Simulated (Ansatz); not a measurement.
Total energies of `NC[SeH]`.

```xyz
8

N    -0.8652   -0.6515    0.4638
C     0.4292   -0.2592   -0.0302
Se    0.9474    1.5262    0.5906
H    -1.0682   -1.6120    0.2107
H    -1.5961   -0.0633    0.0852
H     0.5510   -0.2439   -1.1187
H     1.1876   -0.9266    0.3813
H     0.4143    2.2303   -0.5827
```

Total charge 0; spin multiplicity 1. Correlated methods include outer-core shells of Se, which these sets cover unevenly. Scalar relativity is left out up to krypton. Geometry: relaxed with PBE0-D4/def2-TZVP. It is one conformer, not always the lowest. Basis def2-TZVPP, the Gaussian-basis code of Ansatz.

RPA on PBE orbitals: Hartree–Fock energy of these orbitals -2495.05648 Eh, correlation -1.06761 Eh (frozen core).

```csv
functional,energy without D4 (Eh),D4 term (kJ/mol)
BLYP,-2497.43727,-28.4
r2SCAN,-2497.37590,-2.9
```

(1) Give the same for LDA (SPW92), PBE, revPBE, B97M-V, PBE0, B3LYP, r2SCANh, r2SCAN0, HSE06 (plane-wave form), BHLYP, CAM-B3LYP, LC-ωPBE, ωB97X-V, ωB97M-V, B2PLYP, PBE-QIDH. (An estimate is asked.)

B3LYP takes the VWN-RPA correlation (the form of Gaussian; ORCA's B3LYP/G). HSE06 is the plane-wave form, built on full-range PBE exchange. The double hybrids freeze the cores in their second-order part.

Answers

(1) The calculation gave: 
```
             functional  energy without D4 (Eh)  D4 term (kJ/mol)
            LDA (SPW92)             -2493.18278                 –
                    PBE             -2496.96073             -12.5
                 revPBE             -2497.21875             -42.1
                 B97M-V             -2496.99601                 –
                   PBE0             -2497.04807             -10.4
                  B3LYP             -2497.48663             -20.3
                r2SCANh             -2497.36828              -3.1
                r2SCAN0             -2497.35777              -3.4
HSE06 (plane-wave form)             -2497.04563              -9.6
                  BHLYP             -2497.37070             -14.9
              CAM-B3LYP             -2497.52029             -10.4
                LC-ωPBE             -2497.06154                 –
                ωB97X-V             -2497.19442                 –
                ωB97M-V             -2497.25950                 –
                 B2PLYP             -2496.98255                 –
               PBE-QIDH             -2496.71799                 –
```

LC-ωPBE has ω = 0.4 bohr⁻¹.
